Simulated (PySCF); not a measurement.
H₅N₂O₂Ta, SMILES [NH]=[Ta]([NH2])([OH])[OH], multiplicity 1. Geometry optimised at PBE0-D3(BJ)/def2-SVP. The spin state was assumed, not searched. The structure was generated by enumeration; whether it is a known compound was not checked. The def2 effective core potentials stand for the cores of Ta; spin–orbit coupling is left out. Other conformers were not sampled.

All values below come from PBE0-D3(BJ)/def2-SVP in PySCF.

Harmonic wavenumbers (cm⁻¹): 174, 179, 188, 193, 224, 316, 334, 366, 438, 462, 475, 591, 591, 609, 686, 706, 710, 1002, 1517, 3583, 3692, 3705, 3973, 3976. Rotational constants (GHz): 3.121, 3.070, 2.785; symmetry number 1.

Task: Work out the zero-point energy and the ideal-gas rigid-rotor harmonic-oscillator thermochemistry at 298.15 K and 1 atm.

Result: ZPE = ½ Σ hcν = ½ × 28691 cm⁻¹ = 171.61 kJ/mol. H − E(el) = 196.31 kJ/mol. Entropy in J/(mol K): translation 177.41, rotation 112.51, vibration 81.46, total 371.37. G − E(el) = 85.59 kJ/mol. Cp = 134.16 J/(mol K).
